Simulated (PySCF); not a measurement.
GaCl3, SMILES [Cl][Ga]([Cl])[Cl]. Geometry: PBE-D3(BJ)/def2-SVP. The isomer is the one that the SMILES or the coordinates give; other isomers of the formula were not compared.

These are PBE-D3(BJ)/def2-SVP (PySCF) values and carry that method's errors.

Harmonic wavenumbers (cm⁻¹): 120, 120, 131, 359, 456, 456. Rotational constants (GHz): 2.079, 2.079, 1.039; symmetry number 2.

Task: Work out the zero-point energy and the ideal-gas rigid-rotor harmonic-oscillator thermochemistry at 298.15 K and 1 atm.

Result: ZPE = ½ Σ hcν = ½ × 1643 cm⁻¹ = 2.35 kcal/mol. H − E(el) = 6.56 kcal/mol. Entropy in cal/(mol K): translation 41.40, rotation 27.28, vibration 11.81, total 80.50. G − E(el) = -17.44 kcal/mol. Cp = 17.99 cal/(mol K). Modes under 150 cm⁻¹ make the vibrational entropy uncertain.
